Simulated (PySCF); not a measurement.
How methods differ on the fine-structure interval of Kr(17+)

Kr(17+) [Ar] 3d1 [3d3/2^1, M_J = 3/2] → Kr(17+) [Ar] 3d1 [3d5/2^1, M_J = 5/2], as a difference of total energies. All numbers are calculated (PySCF 2.14, the two-component X2C-1e Hamiltonian, in an even-tempered Gaussian basis (17 s from 1.7 bohr⁻², ratio 2.8; 12 p from 2.2 bohr⁻², ratio 2.8; 8 d from 2.2 bohr⁻², ratio 2.8; 4 f from 6.5 bohr⁻², ratio 3)). Correlated levels: [Ne] frozen; the 76 highest virtual spinors dropped. "Screened" scales the spin-orbit matrix elements by Boettger's factors to mimic the two-electron term; Breit and QED terms are absent.

```
                    method  fine-structure interval (cm⁻¹)
 GHF (screened spin-orbit)                           15933
GMP2 (screened spin-orbit)                           15720
     GHF (bare spin-orbit)                           22036
```
